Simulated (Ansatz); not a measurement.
`[Cl][Sn]([Cl])([Cl])[Br]` → `ClBr` + `[Cl][Sn][Cl]` at 500 K and 1 bar (stannylene formation by 1,1-elimination).

Computed with Ansatz on PBE0-D4/def2-TZVP structures; ΔE is electronic, products minus reactants. CCSD(T)/CBS is the MP2 limit (def2-TZVPP, def2-QZVPP) plus CCSD(T) − MP2 in def2-TZVPP, frozen cores. Elements past krypton have def2 core potentials. For Br, Sn outer-core shells are correlated without core-valence functions, which leaves a few kJ/mol of doubt a bond. Scalar relativity is left out up to krypton.

```json
{"species": "`[Cl][Sn]([Cl])([Cl])[Br]`", "CCSD(T)/CBS energy (Eh)": "-4166.86464", "H − E (kJ/mol)": "55.7", "S (J/(mol·K))": "444.0"}
{"species": "`ClBr`", "CCSD(T)/CBS energy (Eh)": "-3033.06727", "H − E (kJ/mol)": "19.3", "S (J/(mol·K))": "258.1"}
{"species": "`[Cl][Sn][Cl]`", "CCSD(T)/CBS energy (Eh)": "-1133.69328", "H − E (kJ/mol)": "29.8", "S (J/(mol·K))": "334.7"}
```

H − E and S are ideal-gas, rigid-rotor, harmonic terms from PBE0-D4/def2-TZVP. 1 Eh = 2625.50 kJ/mol, R = 8.31446 J/(mol·K).

**Question.** By hand: ΔE, ΔH, ΔS and ΔG.

**Answer.** ΔE = (-3033.06727) + (-1133.69328) − (-4166.86464) = 0.10409 Eh = 273.3 kJ/mol. Δ(H − E) = 19.3 + 29.8 − 55.7 = -6.6, so ΔH = 266.7 kJ/mol. ΔS = 258.1 + 334.7 − 444.0 = 148.8 J/(mol·K). ΔG = 266.7 − 500 × (148.8)/1000 = 192.3 kJ/mol.

**Question.** By hand: the equilibrium constant, and the temperature at which ΔG would vanish if ΔH and ΔS stayed fixed.

**Answer.** log₁₀ K = −ΔG/(RT ln 10) = -20.1. ΔG = 0 at ΔH/ΔS = 1792 K.

The number of gas molecules changes by +1, which sets the sign of ΔS. A doubt of 5 kJ/mol in ΔE shifts log₁₀ K by 0.5 here. These are equilibria of isolated gas molecules and say nothing of rates. Largest T1 diagnostic: 0.014 (customary marks: 0.02 for closed shells, 0.045 for open ones).
